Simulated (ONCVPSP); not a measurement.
## Ga: one change to an ONCV potential, before and after

```
Element                 : gallium (Ga)
Generator               : ONCVPSP 4.0.1
Type                    : optimised norm-conserving Vanderbilt (ONCV)
Functional              : revPBE
Relativity              : scalar-relativistic
Frozen core             : [Ar]
Valence charge          : 13
Reference configuration : 3d10 4s1.75 4p1.25
Partial waves           : 4s: rc 1.70 bohr, ncon 3, nbas 7, qcut 4 1/bohr, 2 projectors, debl 2.6 Ha; 4p: rc 2.85 bohr, ncon 4, nbas 7, qcut 2.9 1/bohr, 2 projectors, debl 3.2 Ha; 3d: rc 1.15 bohr, ncon 4, nbas 8, qcut 14.7 1/bohr, 2 projectors, debl 3.4 Ha
Local potential         : polynomial inside 1.05 bohr (lpopt 3, dvloc0 2 Ha)
Core correction         : polynomial model core, fcfact 0.4
```

Change: s: qcut 3.3; p: qcut 2.4; d: qcut 12.

Cutoffs: the cutoffs (Ha) at which the residual kinetic energy of the hardest occupied pseudo-wave falls to 1 and 0.1 mHa per electron; they do not see the model core or the augmentation charge, which bear on the density cutoff. Errors are all-electron minus pseudo energies relative to the spin-unpolarised reference configuration.

Question: Predict the effect on cutoff, ghosts and configuration errors.

Answer: The potential gets neither clearly harder nor softer (82 Ha and 92 Ha → 66 Ha and 109 Ha); the d channel sets the loose cutoff, while the largest relative change is in s, which becomes harder; of the 4 tests that both files solve, the error grows in 2 and shrinks in 0 by more than 15 % and 0.3 meV (median size 2.3 → 2.8 meV); neither file shows a bound ghost.

```csv
quantity,base,changed
"cutoff, loose",82 Ha,66 Ha
"cutoff, tight",92 Ha,109 Ha
loose cutoff by channel,"s 7.1 Ha, p 2.1 Ha, d 82 Ha","s 12 Ha, p 2.1 Ha, d 66 Ha"
bound ghosts,none,none
GHOST(+) flags under 300 eV,s at 86.7 eV,s at 88.8 eV
"error for 3d10 4s2 4p1, meV [ΔE -1.60 eV]",+0.3,+0.1
"error for 3d10 4s2 4p0, meV [ΔE 4.02 eV]",-1.8,-2.2
"error for 3d10 4s1 4p0, meV [ΔE 25.01 eV]",-30,-26
"error for 3d10 4s1 4p2, meV [ΔE 4.91 eV]",+2.9,+3.5
s: phases at 1.73 bohr within 0.05 rad from the reference energy up to (Ha; the scan ends near 5),3.2,3.3
p: phases at 2.89 bohr within 0.05 rad from the reference energy up to (Ha; the scan ends near 5),1.3,1.4
d: phases at 1.17 bohr within 0.05 rad from the reference energy up to (Ha; the scan ends near 5),to the end of the scan,to the end of the scan
"rms error of d²Exc/dni dnj with the model core, mHa",1.88,1.72
```
